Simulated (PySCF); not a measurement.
One formula, C4H9NSi2, several structures.

PySCF, PBE0/def2-SVPD, density fitting, gas phase; each molecule at its own PBE0-D3(BJ)/def2-SVP geometry, one conformer. Singlet excitations by full TDDFT with frozen cores, triplets by Tamm–Dancoff TDDFT and ionisation energies by ΔSCF, from the lowest of the holes tried. 

Torsions of the conformers computed, which needn't be the lowest (atom-mapped SMILES):
- `[N:1]#[C:2][Si@@H:3]([SiH3:4])[CH:5]1[CH2:6][CH2:7]1`: C2–Si3–C5–C6 84°
- `[N:1]#[C:2][C@@H:3]1[CH2:4][Si@@H:5]1[CH2:6][SiH3:7]`: C4–Si5–C6–Si7 -136°

The conformers of `C#C[C@H]1C[SiH2]N[SiH2]1` and `N#C[C@@H]1CC[SiH2][SiH2]1` aren't listed.

Reference: `C#C[C@H]1C[SiH2]N[SiH2]1`, with HOMO energy -7.30 eV, LUMO energy 0.08 eV, lowest singlet excitation 6.14 eV, lowest triplet excitation 5.19 eV, mean polarisability 103.6 au and vertical ionisation energy 9.01 eV.

Changes against it:

```json
{"molecule": "N#C[Si@@H]([SiH3])C1CC1", "Δ electronic energy (kcal/mol)": "+13.7", "Δ HOMO energy (eV)": "-0.98", "Δ LUMO energy (eV)": "-0.74", "Δ lowest singlet excitation (eV)": "+0.22", "Δ lowest triplet excitation (eV)": "+0.35", "Δ mean polarisability (au)": "+2.9", "Δ vertical ionisation energy (eV)": "+0.96"}
{"molecule": "N#C[C@@H]1C[Si@@H]1C[SiH3]", "Δ electronic energy (kcal/mol)": "+17.6", "Δ HOMO energy (eV)": "-0.05", "Δ LUMO energy (eV)": "-0.46", "Δ lowest singlet excitation (eV)": "-0.09", "Δ lowest triplet excitation (eV)": "-0.22", "Δ mean polarisability (au)": "+0.2", "Δ vertical ionisation energy (eV)": "+0.15"}
```

Rows whose labels were lost:

| row | Δ electronic energy (kcal/mol) | Δ HOMO energy (eV) | Δ LUMO energy (eV) | Δ lowest singlet excitation (eV) | Δ lowest triplet excitation (eV) | Δ mean polarisability (au) | Δ vertical ionisation energy (eV) |
| --- | --- | --- | --- | --- | --- | --- | --- |
| P | -3.5 | -0.67 | -0.53 | +0.19 | +0.44 | +0.3 | +0.71 |
| Q | -20.3 | -0.81 | -0.69 | +0.01 | +0.46 | -3.4 | +0.82 |

Which row belongs to which of `N#C[C@@H]1CC[SiH2][SiH2]1` and `C[Si]1(C#N)C[SiH2]C1`?

P = `N#C[C@@H]1CC[SiH2][SiH2]1` and Q = `C[Si]1(C#N)C[SiH2]C1`. P and Q are told apart most clearly by the electronic energy (-3.5 against -20.3 kcal/mol).

Which row has the smallest HOMO–LUMO gap and which the largest, and does the HOMO or the LUMO shift more there?

Smallest, counted from the reference: `N#C[C@@H]1C[Si@@H]1C[SiH3]`, -0.41 eV (HOMO -0.05, LUMO -0.46), the larger shift being that of the LUMO. Largest: `N#C[Si@@H]([SiH3])C1CC1`, +0.24 eV (HOMO -0.98, LUMO -0.74), the larger shift being that of the HOMO.
